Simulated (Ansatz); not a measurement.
Molecule: trihydroxy(propyl)silane, C₃H₁₀O₃Si, charge 0, multiplicity 1. 
Coordinates optimised at B3LYP-D3(BJ)/def2-TZVP (Ansatz, an electronic-structure program):
```xyz
17

C     -3.1759    -0.9696     0.2614
C     -1.6675    -1.0150     0.0314
C     -0.9930     0.3533     0.2058
Si     0.8463     0.3475    -0.0398
O      1.5187     1.8359     0.1403
O      1.4435    -0.6677     1.1060
O      1.2773    -0.1079    -1.5696
H     -3.4036    -0.6286     1.2740
H     -3.6316    -1.9531     0.1286
H     -3.6573    -0.2793    -0.4355
H     -1.2143    -1.7329     0.7201
H     -1.4727    -1.3939    -0.9778
H     -1.4289     1.0753    -0.4930
H     -1.1984     0.7411     1.2091
H      1.8260     2.2706    -0.6591
H      2.3936    -0.6685     1.2495
H      1.0410    -0.9905    -1.8638
```
Charge 0, spin multiplicity 1.

Computed values are from Ansatz. Correlated levels leave the core frozen unless marked. Open shells are spin-unrestricted. Spin-orbit coupling is left out. Non-relativistic. Basis-set limits of correlation are two-point, X^-3; Hartree-Fock from the larger set. [CCSD(T)-MP2]/basis is that difference in the basis named.

```yaml
atomisation energy De: 6907.9 kJ/mol at RI-MP2/CBS(aug-cc-pV(T+d)Z,aug-cc-pV(Q+d)Z)+[CCSD(T)-MP2]/aug-cc-pV(T+d)Z
total_energy: -634.9641 Eh at RI-MP2/CBS(aug-cc-pV(T+d)Z,aug-cc-pV(Q+d)Z)+[CCSD(T)-MP2]/aug-cc-pV(T+d)Z
dipole_moment: 1.35 D at CCSD(T)/aug-cc-pV(D+d)Z
T1 diagnostic: 0.011 at CCSD/aug-cc-pV(T+d)Z
```
